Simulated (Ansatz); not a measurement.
Molecule: C4H3OSe, net charge 0, doublet state. It need not be the lowest isomer of its formula. SMILES: [se]1ccc([O])c1
Geometry: optimised at B3LYP-D3(BJ)/def2-TZVP (Ansatz, an electronic-structure program).

Property: atomisation energy (electronic, to ground-state atoms), in kJ/mol. Valence correlation only, unless marked. UHF or UKS for open shells. Spin-orbit coupling is left out. The frozen core is the preceding noble-gas configuration, with the filled d and f shells of earlier blocks. No relativistic terms. The coupled-cluster limit lacks core correlation, which all-electron functionals hold. CBS marks a two-point X^-3 extrapolation of the correlation energy; Hartree-Fock from the larger set.

| level | program | atomisation energy (kJ/mol) |
|---|---|---|
| HF/6-31G | Ansatz | 2511.2 |
| PBE-D4/def2-TZVPD | Ansatz + dftd4 | 4210.2 |
| revPBE/def2-TZVPD | Ansatz | 4002.0 |
| r2SCAN/def2-TZVPD | Ansatz | 4045.1 |
| B97M-V/def2-TZVPD | Ansatz | 4014.4 |
| PBE0-D3(BJ)/def2-TZVPD | Ansatz + dftd3 | 4071.0 |
| HSE06-D4/def2-TZVPD | Ansatz + dftd4 | 4075.0 |

Problem. Estimate the value at CCSD(T)/CBS(cc-pVTZ,cc-pVQZ) as computed with Ansatz.

Solution. 3967.0 kJ/mol, so HSE06-D4/def2-TZVPD differs from it by 108.0 kJ/mol.
